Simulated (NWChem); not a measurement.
Species: C2H7NOSi; SMILES C/N=C/O[SiH3]

```xyz
12

C      0.4062    -2.5191     0.0000
N      0.2666    -1.0925     0.0000
C     -0.8800    -0.5677     0.0000
O     -1.0344     0.7556     0.0000
Si     0.3984     1.6966     0.0000
H      0.9821    -2.8413    -0.8829
H      0.9821    -2.8413     0.8829
H     -0.5577    -3.0649     0.0000
H     -1.8404    -1.1158     0.0000
H      1.1975     1.4652     1.2333
H     -0.1392     3.0855     0.0000
H      1.1975     1.4652    -1.2333
```
Atoms are numbered in this order, from 1.

Results from NWChem. Pople sets run with spherical d functions. Structure relaxed at the PBE0/def2-SVP level. Not confirmed as a minimum by frequencies. Level: B3LYP/6-31G* with SMD (1 M gas to 1 M solution), gas-phase geometry. Reactions with the solvent are ignored.

| solvent | dielectric constant | solvation free energy (kcal/mol) | cavity-dispersion-structure term (kcal/mol) | dipole in solution (D) |
|---|---|---|---|---|
| water | 78.4 | -1.0 | 2.8 | 1.65 |
| benzene | 2.27 | -2.3 | -0.7 | ? |
| N,N-dimethylformamide | 37.2 | -2.2 | 0.8 | 1.60 |
| diethyl ether | 4.24 | -2.9 | -0.6 | 1.48 |
| 2-propanol | 19.3 | -2.7 | 0.7 | 1.61 |

### Question
What belongs in the gaps?

### Answer

- benzene, dipole in solution (D): 1.39
